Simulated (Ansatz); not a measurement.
Abridged output of a molecular run in Ansatz:

```
Functional definition: HF
682 factors; integrals over basis functions are off by at most 1.4e-3 eV
mean field evaluation 1: about -67343.2703 eV, gradient 1.4e1 eV
mean field evaluation 2: about -67343.2867 eV, gradient 1.4e1 eV
mean field evaluation 4: about -67344.1256 eV, gradient 2.1e0 eV
mean field evaluation 8: about -67344.1389 eV, gradient 6.4e-5 eV
mean field -67344.13893690 eV, -2474.8514584342 hartree, gradient 1.3e-6 eV, S^2 0.000000; 0 other end points of the search recorded, 0 dependent functions left out
14 core orbitals not correlated: weight in the atoms' cores, before any rotation towards them, 1.000 or more for the frozen orbitals, at most 0.000 for the correlated occupied ones
reference -67344.13893690 eV, -2474.8514584342 hartree; 12, 12 occupied and 44, 44 virtual orbitals, 682 factors
second order -10.09434980 eV of doubles, -0.00000000 eV of singles
cycle   1  -10.44259877 eV  change   -3.5e-1 eV  update   7.7e-2
cycle   2  -10.81998730 eV  change   -3.8e-1 eV  update   2.4e-2
cycle   3  -10.85441936 eV  change   -3.4e-2 eV  update   9.3e-3
cycle   4  -10.85304648 eV  change    1.4e-3 eV  update   2.1e-3
cycle   5  -10.85291281 eV  change    1.3e-4 eV  update   5.6e-4
cycle   6  -10.85262221 eV  change    2.9e-4 eV  update   1.9e-4
cycle   7  -10.85259639 eV  change    2.6e-5 eV  update   5.1e-5
cycle   8  -10.85261611 eV  change   -2.0e-5 eV  update   1.5e-5
perturbative correction -0.28869188 eV, -0.0106092307 hartree
Total energy: -67355.28024488 eV, -2475.2608939507 hartree
```

Its atoms:

Cartesian coordinates in Å:
```
S -0.9727 1.2320 -0.7075
Ge 0.2042 -0.2609 0.4470
H -0.5940 0.7625 -1.9073
H 1.7008 -0.1275 0.1260
H -0.2730 -1.6854 0.1250
H -0.0653 0.0794 1.9168
```

Q: Which basis set was used?
A. cc-pV(Q+d)Z
B. cc-pV(T+d)Z
C. def2-SVP
D. def2-QZVPP

A: C. It gives 70 functions.

Q: Write the keys of the input that set method, charge and spin (a neutral closed shell needs none for the last two).

A: 
```yaml
correlation: {method: ccsd_t}
```
